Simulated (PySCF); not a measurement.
Correlation energy of Se⁺ (selenium, charge +1)

[Ar] 3d10 4s2 4p3, high-spin 4S determinant. Calculation: PySCF 2.14, in def2-SVP (5s4p3d, 32 functions); no relativity, point nucleus. Frozen: [Ar] 3d10; 5 electrons correlated.

MP2 pair energies summed by pair of shells (mhartree):

| pair | energy | share (%) |
| --- | --- | --- |
| 4s-4p | -38.71 | 64.9 |
| 4p-4p | -14.04 | 23.5 |
| 4s-4s | -6.87 | 11.5 |

Total MP2 correlation energy: -59.61 mhartree.

Same-spin part -15.94 and opposite-spin part -43.67 mhartree; SCS-MP2 scales them by 1/3 and 6/5 to -57.72 mhartree.

| level | correlation energy (mhartree) |
| --- | --- |
| CCSD | -74.96 |
| (T) | -0.88 |
| CCSD(T) | -75.84 |

Diagnostics: T1 = 0.0013, D1 = 0.0035, largest double amplitude 0.059.

Problem. Is a single reference adequate?

Solution. Yes, within this model without spin-orbit coupling: T1 lies below 0.03 and no double amplitude reaches 0.07.
